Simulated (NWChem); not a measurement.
System: CH$_{3}$FO$_{3}$Si; SMILES O([Si@@H](O)F)C=O

```xyz
9

O     -0.3797    -1.8810     0.8489
C      0.6352    -1.6979     0.2304
O      0.9359    -0.5894    -0.4360
Si    -0.0687     0.7885    -0.4890
O     -1.6225     0.3580    -0.2719
F      0.4787     1.7368     0.6922
H      1.4449    -2.4505     0.1446
H      0.1557     1.4538    -1.7769
H     -1.7095    -0.4166     0.3090
```
Atoms are numbered in this order, from 1.

Computed with NWChem. Pople sets run with spherical d functions. The geometry was optimised at PBE0/def2-SVP. B3LYP is NWChem's, with the RPA form of VWN correlation. GIAO values for the isolated, static molecule; σ is the absolute isotropic shielding, δ = σ(reference) − σ with the isolated reference molecule computed at the same levels (13C: tetramethylsilane, 19F: trichlorofluoromethane, 1H: tetramethylsilane, 17O: water).

For level KT2/pcSseg-1:

```
Property    Result
----------  ------
δ O1 (ppm)   424.4
δ C2 (ppm)   156.1
δ O5 (ppm)    86.6
δ F6 (ppm)  -141.3
δ H8 (ppm)    4.65
δ H9 (ppm)    4.65
```

Q: What are these values for level B3LYP/6-31G*?

A: 
* **δ O1 (ppm)**: 389.4
* **δ C2 (ppm)**: 149.4
* **δ O5 (ppm)**: 59.6
* **δ F6 (ppm)**: -110.8
* **δ H8 (ppm)**: 4.83
* **δ H9 (ppm)**: 4.31
